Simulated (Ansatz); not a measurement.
Consider the atomization: `CB[SiH](O)Cl` → B• + C• + Cl• + 6 H• + O• + Si•.

Program: Ansatz. Geometries: PBE0-D4/def2-TZVP. ΔE: electronic, gas phase. CBS: MP2 limit from def2 TZ/QZ plus the TZ coupled-cluster correction, frozen cores. This one scheme is used for every species, atoms too. DFT in def2-TZVPP. B3LYP here is the variant with VWN-RPA as its local correlation; programs differ in this. Open shells (•) are unrestricted, without spin–orbit coupling. Spin–orbit coupling would lower the free atoms: a little for B, C, Cl, O, Si. Each species was taken in one conformer, which may not be the lowest.

| level | ΔE (kJ/mol) | difference from CCSD(T)/CBS |
| --- | --- | --- |
| PBE-D4 | 4032.3 | 47.1 |
| r2SCAN-D4 | 4008.9 | 23.7 |
| B3LYP-D4 | 3980.0 | -5.2 |
| r2SCAN | 4002.9 | 17.7 |
| B3LYP | 3941.8 | -43.4 |
| CCSD/def2-TZVPP | 3831.4 | -153.8 |
| CCSD(T)/def2-TZVPP | 3881.4 | -103.8 |
| SCS-MP2/def2-QZVPP | 3995.7 | 10.5 |
| HF/CBS(def2) | 3019.3 | -965.9 |
| CCSD/CBS(def2) | 3935.2 | -50.0 |
| CCSD(T)/CBS | 3985.2 | 0 |

Largest T1 diagnostic among the species: 0.014.

In def2-TZVPP, CCSD(T) changes the Hartree–Fock value by +868.5 kJ/mol (the triples alone add +50.0 kJ/mol) and MP2 by +935.9 kJ/mol; breaking electron pairs costs correlation energy, which Hartree–Fock lacks. The D4 term adds +38.2 kJ/mol with B3LYP and +20.2 kJ/mol with PBE0; it sums over pairs of atoms, weighted by their polarisabilities, and B3LYP, whose exchange is more repulsive, gets the larger term. From PBE to PBE0 (25 % exact exchange), in def2-TZVPP and without D4, ΔE moves by −44.4 kJ/mol: exact exchange takes away binding that semilocal exchange gives to molecules.

For atomizations the MP2-based limit and the directly extrapolated one differ by several kJ/mol either way, and by 10 to 25 for some Ge, Se and Sn compounds, so smaller differences from it don't rank the levels.
